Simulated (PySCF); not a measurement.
BrCs, charge -1, doublet, at the geometry of the source list (a state made from the parent by changing its charge; the spin is typed, not shown lowest) (core potentials on Cs) (a gas-phase anion, which may not be bound at this level), with bond 2-1 at 1.4 times its length; CASSCF(5,7)/def2-SVP (PySCF).

Here is a job for PySCF.
```python
from pyscf import gto, scf, mcscf
import numpy

mol = gto.Mole()
mol.atom = '''
    Cs   -1.00420000   -0.73990000   -0.87090000
    Br    1.80756000    1.33182000    1.56762000
'''
mol.basis = 'def2-svp'
mol.ecp = {'Cs': 'def2-svp'}
mol.charge = -1
mol.spin = 1
mol.verbose = 4
mol.build()

mf = scf.ROHF(mol)
mf.kernel()
mc = mcscf.CASSCF(mf, 7, 5)
mc.fix_spin_(ss=0.75)
mc.kernel()
occ = numpy.linalg.eigvalsh(mc.fcisolver.make_rdm1(mc.ci, mc.ncas, mc.nelecas))[::-1]
ss = mc.fcisolver.spin_square(mc.ci, mc.ncas, mc.nelecas)[0]
print('natural occupations', occ.round(4), ' <S^2>', round(ss, 4))
```

Output, abridged:

```
PySCF version 2.14.0

[INPUT] verbose = 4
[INPUT] num. atoms = 2
[INPUT] num. electrons = 45
[INPUT] charge = -1
[INPUT] spin (= nelec alpha-beta = 2S) = 1
[INPUT] symmetry False subgroup None
[INPUT] Mole.unit = angstrom
[INPUT] Symbol           X                Y                Z      unit          X                Y                Z       unit  Magmom
[...]
nuclear repulsion = 39.1327534572797
number of shells = 22
number of NR pGTOs = 109
number of NR cGTOs = 56
basis = def2-svp
ecp = {'Cs': 'def2-svp'}

******** <class 'pyscf.scf.rohf.ROHF'> ********
method = ROHF
initial guess = minao
damping factor = 0
level_shift factor = 0
DIIS = <class 'pyscf.scf.diis.CDIIS'>
diis_start_cycle = 1
diis_space = 8
diis_damp = 0
SCF conv_tol = 1e-09
SCF conv_tol_grad = None
SCF max_cycles = 50
direct_scf = True
direct_scf_tol = 1e-13
num. doubly occ = 22  num. singly occ = 1
Set gradient conv threshold to 3.16228e-05
init E= -2587.28954248437
[...]
cycle= 1 E= -2591.99029282483  delta_E= -4.7  |g|= 0.403  |ddm|= 1.48
[...]
cycle= 2 E= -2592.04284785474  delta_E= -0.0526  |g|= 0.16  |ddm|= 1.42
[...]
cycle= 3 E= -2592.04690039165  delta_E= -0.00405  |g|= 0.0355  |ddm|= 0.188
[...]
cycle= 4 E= -2592.04736034105  delta_E= -0.00046  |g|= 0.00518  |ddm|= 0.088
[...]
cycle= 5 E= -2592.0474999808  delta_E= -0.00014  |g|= 0.00244  |ddm|= 0.0611
[...]
cycle= 6 E= -2592.04753494424  delta_E= -3.5e-05  |g|= 0.000534  |ddm|= 0.0373
[...]
cycle= 7 E= -2592.04753678462  delta_E= -1.84e-06  |g|= 0.000125  |ddm|= 0.00771
[...]
cycle= 8 E= -2592.04753683625  delta_E= -5.16e-08  |g|= 2.54e-05  |ddm|= 0.00113
[...]
cycle= 9 E= -2592.04753683766  delta_E= -1.4e-09  |g|= 4.12e-06  |ddm|= 0.000399
[...]
cycle= 10 E= -2592.04753683767  delta_E= -1.73e-11  |g|= 9.1e-07  |ddm|= 4.82e-05
[...]
Extra cycle  E= -2592.04753683768  delta_E= -6.82e-12  |g|= 3.95e-07  |ddm|= 8.04e-06
converged SCF energy = -2592.04753683768

******** <class 'pyscf.mcscf.mc1step.CASSCF'> ********
CAS (3e+2e, 7o), ncore = 20, nvir = 29
max_cycle_macro = 50
max_cycle_micro = 4
conv_tol = 1e-07
conv_tol_grad = None
orbital rotation max_stepsize = 0.02
orbital rotation threshold for CI restart = 0.01
augmented hessian ah_max_cycle = 30
augmented hessian ah_conv_tol = 1e-12
augmented hessian ah_linear dependence = 1e-14
augmented hessian ah_level shift = 1e-08
augmented hessian ah_start_tol = 2.5
augmented hessian ah_start_cycle = 3
augmented hessian ah_grad_trust_region = 3
kf_trust_region = 3
kf_interval = 4
[...]
CASCI E = -2592.04759387125  S^2 = 0.7500000
[...]
               |grad[o]|=7.87e-05  |grad[c]|=0.000722  |ddm|=5.44e-05  |maxRot[o]|=0.00287
macro iter  41 (  3 JK    1 micro), CASSCF E = -2592.08064529688  dE = -6.01045940e-07  S^2 = 0.7500000
               |grad[o]|=7.88e-05  |grad[c]|=0.000722  |ddm|=5.44e-05  |maxRot[o]|=0.00285
macro iter  42 (  3 JK    1 micro), CASSCF E = -2592.08064589798  dE = -6.01094598e-07  S^2 = 0.7500000
               |grad[o]|=7.87e-05  |grad[c]|=0.000722  |ddm|=5.44e-05  |maxRot[o]|=0.00285
macro iter  43 (  3 JK    1 micro), CASSCF E = -2592.08064649898  dE = -6.01004103e-07  S^2 = 0.7500000
               |grad[o]|=7.88e-05  |grad[c]|=0.000722  |ddm|=5.44e-05  |maxRot[o]|=0.00283
macro iter  44 (  3 JK    1 micro), CASSCF E = -2592.08064709981  dE = -6.00828571e-07  S^2 = 0.7500000
               |grad[o]|=7.87e-05  |grad[c]|=0.000722  |ddm|=5.44e-05  |maxRot[o]|=0.00282
macro iter  45 (  3 JK    1 micro), CASSCF E = -2592.08064770032  dE = -6.00513431e-07  S^2 = 0.7500000
               |grad[o]|=7.87e-05  |grad[c]|=0.000722  |ddm|=5.43e-05  |maxRot[o]|=0.00281
macro iter  46 (  3 JK    1 micro), CASSCF E = -2592.08064830041  dE = -6.00084149e-07  S^2 = 0.7500000
               |grad[o]|=7.87e-05  |grad[c]|=0.000721  |ddm|=5.43e-05  |maxRot[o]|=0.00281
macro iter  47 (  3 JK    1 micro), CASSCF E = -2592.08064889993  dE = -5.99523901e-07  S^2 = 0.7500000
               |grad[o]|=7.86e-05  |grad[c]|=0.000721  |ddm|=5.43e-05  |maxRot[o]|=0.0028
macro iter  48 (  3 JK    1 micro), CASSCF E = -2592.08064949877  dE = -5.98837232e-07  S^2 = 0.7500000
               |grad[o]|=7.86e-05  |grad[c]|=0.00072  |ddm|=5.43e-05  |maxRot[o]|=0.00279
macro iter  49 (  3 JK    1 micro), CASSCF E = -2592.08065009677  dE = -5.98004590e-07  S^2 = 0.7500000
               |grad[o]|=7.85e-05  |grad[c]|=0.00072  |ddm|=5.43e-05  |maxRot[o]|=0.00278
macro iter  50 (  3 JK    1 micro), CASSCF E = -2592.08065069384  dE = -5.97066901e-07  S^2 = 0.7500000
               |grad[o]|=7.85e-05  |grad[c]|=0.000719  |ddm|=5.42e-05  |maxRot[o]|=0.00277
1-step CASSCF not converged,  50 macro (444 JK  99 micro) steps
CASSCF canonicalization
Density matrix diagonal elements [1.9822699  1.98233894 0.9999945  0.00734971 0.01305892 0.01058676
 0.00440126]
CASSCF energy = -2592.08065069384
CASCI E = -2592.08065069384  E(CI) = -3.43272978749019  S^2 = 0.7500000
natural occupations [1.9841 1.9805 1.     0.0131 0.0131 0.0052 0.004 ]  <S^2> 0.75
```

Convergence was not reached.
